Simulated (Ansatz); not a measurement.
The cluster Al₃Cl₃, relaxed as a singlet with RKS r2SCAN-D4/def2-SVP in Ansatz, starting from the GFN2-xTB geometry. Force threshold 0.02 eV/Å.

The restricted singlet is unstable towards broken spin symmetry in Hartree–Fock (as tested in another run); at r2SCAN-D4/def2-SVP this wasn't settled. Another isomer (singlet) lies 0.16 eV lower at PBE0-D4/def2-TZVP; other spin states weren't run for this one.

Start:

Cartesian coordinates in Å:
```
Al -0.5250 -1.5049 0.0852
Al 0.9048 0.4364 -1.0797
Al -0.5581 0.9946 1.0874
Cl -1.0458 2.5122 2.4078
Cl -1.0056 -3.5176 0.0317
Cl 2.2297 1.0792 -2.5325
```

```tsv
step	energy (eV)	largest force component (eV/Å)	SCF passes
1	-57340.8844	0.983	14
2	-57340.9864	0.157	18
3	-57340.9956	0.083	18
4	-57341.0085	0.232	23
5	-57341.0771	0.384	23
6	-57341.1059	0.568	25
7	-57341.1492	0.513	21
8	-57341.1822	0.281	20
9	-57341.2046	0.180	20
10	-57341.2141	0.124	19
11	-57341.2157	0.027	21
12	-57341.2161	0.013	21
13	-57341.2163	0.012	21
14	-57341.2165	0.009	21
15	-57341.2166	0.005	21
16	-57341.2168	0.019	20
17 (rejected)	-57341.2103	0.322	25
18	-57341.2172	0.091	20
19	-57341.2180	0.109	21
20	-57341.2197	0.093	20
21 (rejected)	-57341.2143	0.278	25
22	-57341.2234	0.043	20
23	-57341.2245	0.108	20
24	-57341.2260	0.060	21
25	-57341.2268	0.030	21
26	-57341.2277	0.016	20
```

Force components are those of the run's own axes.

End:

Cartesian coordinates in Å:
```
Al -0.186 -1.486 0.854
Al 0.987 0.343 -0.760
Al -1.116 0.917 0.867
Cl -0.822 2.445 2.326
Cl -0.809 -2.868 -0.666
Cl 1.946 0.650 -2.622
```

By distances, no bond broke or formed. The bond that changes most is Al1–Al3, from 2.69 to 2.58 Å (atoms count from 1).

The force fell under the threshold at step 12, but the optimiser went on and released 0.012 eV more. No frequencies were taken in this run, so the end may be a saddle point.

It took 48 s on 4 threads of Arm Neoverse V1 on a shared host.
